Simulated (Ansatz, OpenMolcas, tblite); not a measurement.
## A ladder of methods for AsF3 (arsenic trifluoride)

AsF3: 4 atoms, total charge 0, spin state singlet. As SMILES, `F[As](F)F`. The coordinates come from a PBE0-D4/def2-TZVP relaxation.

Each level gives the HOMO–LUMO gap (eV). The values are calculated.

| level | kind | program | value (eV) |
| --- | --- | --- | --- |
| GFN2-xTB | semi-empirical | tblite | 7.25 |
| HF/cc-pVDZ | Hartree–Fock | OpenMolcas | 16.05 |
| SVWN5/cc-pVDZ | LDA | Ansatz | 6.56 |
| BLYP/cc-pVDZ | GGA | OpenMolcas | 6.60 |
| revPBE/cc-pVDZ | GGA | Ansatz | 6.63 |
| M06-L/cc-pVDZ | meta-GGA | OpenMolcas | 7.22 |
| B3LYP/cc-pVDZ | global hybrid | OpenMolcas | 8.51 |
| wB97X/cc-pVDZ | range-separated hybrid | Ansatz | 13.62 |
| B2PLYP/cc-pVDZ | double hybrid | OpenMolcas | 11.62 |

All-electron rows without a relativistic Hamiltonian named are non-relativistic. The values span 6.56 to 16.05 eV. Orbital gaps aren't excitation energies, and those of double hybrids come from the SCF part alone; they tend to grow with the share of exact exchange.
